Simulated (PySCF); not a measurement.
CF₃, SMILES F[C](F)F (connectivity only; charge and spin as stated), charge +1, multiplicity 1.

Geometry optimised at B3LYP-D3(BJ)/def2-TZVP. The multiplicity is an assumed one; other spin states were not compared. The isomer is the one that the SMILES or the coordinates give; other isomers of the formula were not compared.

Vertical ionisation energy (IE) and electron affinity (EA) in eV. Rows of orbital energies are one-electron estimates. Where ΔSCF, EOM or ADC give a negative EA the extra electron is unbound and the value depends on the basis.

| level | IE | EA |
|---|---|---|
| −ε(HOMO), −ε(LUMO), HF/def2-TZVPD (PySCF) | 28.00 | 5.55 |
| ADC(2)/aug-cc-pVDZ (PySCF) | 24.06 | 7.30 |

Computed lowest 1s main lines (those of the lightest heavy element) from CVS-ADC(2)-x/aug-cc-pVDZ (PySCF, non-relativistic), with pole strengths:
313.5 eV (1.57).

Q: Beyond the first one, list the lowest photoelectron lines from ADC(2)/aug-cc-pVDZ in PySCF with their pole strengths (two spins summed). (The exact figures need the calculation; the answer reports its results.)

A: 25.36 eV (1.78), 25.36 eV (1.78), 25.66 eV (1.77), 25.66 eV (1.77), 29.31 eV (1.79).
